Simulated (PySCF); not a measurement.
Zn(OH)2 cation (H₂O₂Zn), SMILES [OH][Zn][OH] (connectivity only; charge and spin as stated), charge +1, multiplicity 2. Atoms are numbered in the order given.

```xyz
5

Zn     0.0000     0.0000     0.0152
O      0.0000     1.7614    -0.1101
H      0.0000     2.3642     0.6526
O      0.0000    -1.7614    -0.1101
H      0.0000    -2.3642     0.6526
```
Charge +1, spin multiplicity 2.

Geometry optimised at ωB97X-D3(BJ)/def2-TZVP. A frequency run showed that this geometry is not a minimum. The multiplicity is an assumed one; other spin states were not compared. The isomer is the one that the SMILES or the coordinates give; other isomers of the formula were not compared. Other conformers were not sampled.

All values below come from M06-2X/def2-TZVPD (PySCF).

Gas-phase values at a fixed geometry.

Computed frontier levels, dipole moment and polarisability:
The α spin, highest occupied and lowest empty level is -18.68 and -6.76 eV and the β spin, highest occupied and lowest empty level is -15.28 and -12.27 eV. The dipole moment about the centre of nuclear charge is 2.79 D and the mean static polarisability comes out as 113.4 bohr³ (16.80 Å³). The polarisability, principal values is 19.2, 20.0, 300.9 bohr³. The ⟨S²⟩ comes out as 0.774 (pure state 0.75).
